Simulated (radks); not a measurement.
Initial-state core-level shifts of neutral germanium when its valence configuration changes from [Ar] 3d10 4s2 4p2. Method: scalar-relativistic Kohn-Sham, BLYP, spin-polarised, spherical densities, finite nucleus; open shells are filled with parallel spins first; Fermi nuclear charge, rms radius 4.0742 fm; computed with a radial shooting solver on a logarithmic mesh with Libxc functionals. Shifts are changes of the shell-averaged eigenvalues in eV (positive: less bound); the change of the density at the nucleus, which sets a Mossbauer isomer shift, is in e/bohr^3, on a base of 3.21e+04.

[
 {"valence": "3d9 4s2 4p3", "1s": "-11.385", "2p": "-12.468", "3s": "-10.405", "3p": "-10.176", "density at nucleus": "+11.500"},
 {"valence": "3d10 4s1 4p3", "1s": "-1.291", "2p": "-1.237", "3s": "-1.307", "3p": "-1.300", "density at nucleus": "-17.204"},
 {"valence": "3d9.5 4s2 4p2.5", "1s": "-5.585", "2p": "-6.102", "3s": "-5.154", "3p": "-5.041", "density at nucleus": "+5.617"},
 {"valence": "3d8 4s2 4p4", "1s": "-24.123", "2p": "-26.463", "3s": "-21.642", "3p": "-21.178", "density at nucleus": "+24.297"},
 {"valence": "3d10 4s1.5 4p2.5", "1s": "-0.688", "2p": "-0.660", "3s": "-0.692", "3p": "-0.689", "density at nucleus": "-8.406"},
 {"valence": "3d9.5 4s1.5 4p3", "1s": "-6.208", "2p": "-6.702", "3s": "-5.782", "3p": "-5.665", "density at nucleus": "-3.582"},
 {"valence": "3d7 4s2 4p5", "1s": "-37.582", "2p": "-41.341", "3s": "-33.070", "3p": "-32.375", "density at nucleus": "+38.056"},
 {"valence": "3d10 4p4", "1s": "-3.500", "2p": "-3.368", "3s": "-3.466", "3p": "-3.455", "density at nucleus": "-35.283"}
]
